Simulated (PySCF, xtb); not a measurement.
C2H4N, multiplicity 2. Atoms are numbered in the order given.

```xyz
7

C      0.0000     1.1379     0.1543
N      0.0000     0.0000    -0.5060
C      0.0000    -1.1379     0.1543
H      0.0000     1.1798     1.2472
H      0.0000     2.0667    -0.4019
H      0.0000    -2.0667    -0.4019
H      0.0000    -1.1798     1.2472
```
Charge 0, spin multiplicity 2.

Coordinates come from a B3LYP-D3(BJ)/def2-TZVP optimisation. The isomer is the one that the SMILES or the coordinates give; other isomers of the formula were not compared.

Calculation: C-PCM-M06-2X/def2-SVP (PySCF).

The values are the electrostatic part of the solvation free energy, E(continuum) − E(gas) at the gas-phase geometry, in a cavity of scaled van der Waals radii (PySCF's table); cavitation and dispersion terms are not included. The dipole moment in vacuum is 1.52 D.

Computed values in water (ε = 78.36), ethanol (ε = 24.85), methanol (ε = 32.61):
```tsv
solvent	ε	ΔG(elec) (kcal/mol)	dipole (D)
water	78.36	-3.3	1.98
ethanol	24.85	-3.2	1.96
methanol	32.61	-3.2	1.97
```

For comparison, GFN2-xTB/ALPB(water) (xtb, at the GFN2-xTB geometry, all terms of that model) gives -1.5 kcal/mol.
